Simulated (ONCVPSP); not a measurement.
## Logarithmic derivatives: erbium, ONCV

```
Element                 : Er
Generator               : ONCVPSP 4.0.1
Type                    : optimised norm-conserving Vanderbilt (ONCV)
Functional              : PBE
Relativity              : scalar-relativistic
Frozen core             : [Kr] 4d10
Valence charge          : 22
Reference configuration : 4f11.5 5s2 5p6 5d0.5 6s2
Partial waves           : 5s+6s: rc 1.80 bohr, ncon 5, nbas 9, qcut 6.9 1/bohr, 2 projectors; 5p: rc 1.75 bohr, ncon 4, nbas 7, qcut 6.6 1/bohr, 2 projectors, debl 2.3 Ha; 5d: rc 2.80 bohr, ncon 5, nbas 9, qcut 5 1/bohr, 3 projectors, debl 2.6 Ha; 4f: rc 1.25 bohr, ncon 4, nbas 9, qcut 11.9 1/bohr, 2 projectors, debl 3.5 Ha
Local potential         : polynomial inside 1.00 bohr (lpopt 5, dvloc0 0 Ha)
Core correction         : polynomial model core, fcfact 0.75
```

The phase is arctan(r·R′/R) of the radial function R(r), unwrapped; energies in Ha, scanned from -3 to 5 Ha. A pole is an energy at which the radial function vanishes at the test radius. The pseudo phase is shifted by a multiple of π to meet the all-electron one at the reference energy, and phase errors are pseudo minus all-electron; the curves can meet again beyond the range given. Levels narrower than the energy grid can be missing from the lists of poles.

```tsv
channel	radius (bohr)	reference energy (Ha)	poles, all-electron	poles, pseudo	unbroken range about the reference energy with phases within 0.05 rad	phase error 1 Ha above the reference energy (rad)
s	1.83	-0.15	-1.40	-1.40	the whole range	-0.000
p	1.78	-1.03	0.14	0.14	below 3.5	-0.000
d	2.85	-0.06	0.34, 3.14	0.34, 3.15	the whole range	+0.000
f	1.27	-0.23	0.38	0.38	the whole range	+0.000
```

Note: ghosts flagged at negative energy: s at -122.8 eV; GHOST(+) flagged for p at 153.5 eV, d at 403.6 eV. A true bound ghost makes a file unfit for plane-wave use.

Phases in the d channel:

```csv
E (Ha),all-electron,pseudo
-2.98,1.401,1.401
-2.54,1.383,1.383
-2.10,1.360,1.360
-1.66,1.325,1.325
-1.22,1.266,1.266
-0.78,1.133,1.133
-0.34,0.496,0.496
0.10,-1.342,-1.342
0.54,-1.687,-1.687
0.98,-2.015,-2.014
1.42,-3.554,-3.553
1.86,-4.404,-4.404
2.30,-4.579,-4.579
2.74,-4.661,-4.660
3.18,-4.717,-4.717
3.62,-4.769,-4.769
4.06,-4.837,-4.837
4.50,-4.977,-4.976
4.94,-5.713,-5.713
```
